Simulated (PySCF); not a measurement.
C$_{2}$H$_{9}$AlN (SMILES [CH3][Al]([CH3])<-[NH3]), doublet, geometry from GFN2-xTB (such geometries of metal compounds can be far from the true shape) (the spin is typed, not shown lowest).

Here is a job for PySCF.
```python
from pyscf import gto, scf, dft

mol = gto.Mole()
mol.atom = '''
    Al    0.45612501    0.14400214    0.58553422
    C     1.18040402    1.02448517   -1.10446545
    H     2.00314753    0.45334385   -1.55194589
    H     1.59408064    2.01416057   -0.88401319
    H     0.44282261    1.18205973   -1.90181117
    C    -1.48074391    0.53159024    1.08975994
    H    -1.92499362   -0.27422218    1.68696724
    H    -2.15887810    0.70017555    0.24339754
    H    -1.55151213    1.43153730    1.70965678
    N    -0.21172714   -1.59855754   -0.61587026
    H    -0.84351527   -1.16649869   -1.28504584
    H    -0.73313935   -2.29622058   -0.09560394
    H     0.52649194   -2.06291305   -1.13422149
'''
mol.basis = '6-31g'
mol.spin = 1
mol.verbose = 4
mol.build()

mf = dft.UKS(mol)
mf.xc = 'pbe0'
mf.kernel()
mf.analyze()
```

Problem. What is the computed dipole moment (PySCF with PBE0/6-31G)?

Solution. 4.75 D

Problem. Estimate the total energy that PBE0/6-31G returns for this input.

Solution. -378.457538 Ha

Problem. What <S^2> does PBE0/6-31G give?

Solution. 0.751

Problem. Give the nuclear repulsion energy at the level PBE0/6-31G.

Solution. 157.3748 Eh

Problem. Give the number of basis functions at the level PBE0/6-31G.

Solution. 58

These values belong to the state on which the SCF converged, which isn't shown to be the lowest.
